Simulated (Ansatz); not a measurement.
A structure relaxed at PBE-D4/def2-SVP in Ansatz, charge 0, singlet:

```tsv
atom	x (Å)	y (Å)	z (Å)
Al1	-0.562	-0.980	-1.328
Al2	0.129	0.363	0.558
O3	0.925	-0.152	-1.038
O4	-1.393	-0.556	0.130
O5	0.901	1.324	1.678
```

Give its formula and point group.

Al2O3. Point group Cs (tolerance 0.1 Å).

Summarise the bond lengths by kind (pairs closer than 1.2 times the sum of covalent radii, bridged metal pairs left out).

5 × Al–O 1.67 to 1.86 Å.

The restricted singlet is unstable towards broken spin symmetry at other levels; at PBE-D4/def2-SVP this wasn't settled. An occupied level of the charge 0 singlet lies above an empty one (by up to 0.04 eV), so this SCF solution is probably not the lowest. Another isomer (singlet) lies 0.44 eV lower at PBE0-D4/def2-TZVP; other spin states weren't run for this one.
